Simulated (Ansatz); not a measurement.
Basis-set extrapolation for `CN[SiH2][AlH2]` (PBE0-D4/def2-TZVP geometry, frozen core, Ansatz). Multiplicity 1, RHF reference.

```csv
,def2-TZVPP,def2-QZVPP
HF,-627.871432,-627.892561
MP2 correlation,-0.596075,-0.637595
CCSD(T) correlation,-0.676332,not run
```

Energies in hartree. Use E(X) = E(∞) + A·exp(−7.88·√X) for Hartree–Fock and E(X) = E(∞) + B·X^(−2.97) for correlation, with X = 3 and 4, and add CCSD(T) minus MP2 of the smaller set to the MP2 limit.

**Question.** What is the CCSD(T) energy at the basis-set limit?

**Answer.** HF limit: -627.892561 + (-0.021129) × 0.13774 = -627.89547. MP2 limit: -0.637595 + (-0.041520) × 0.74074 = -0.66835. Higher-order term: -0.676332 − (-0.596075) = -0.08026. Total: -628.64408 hartree, 252.9 kJ/mol below CCSD(T)/def2-TZVPP.
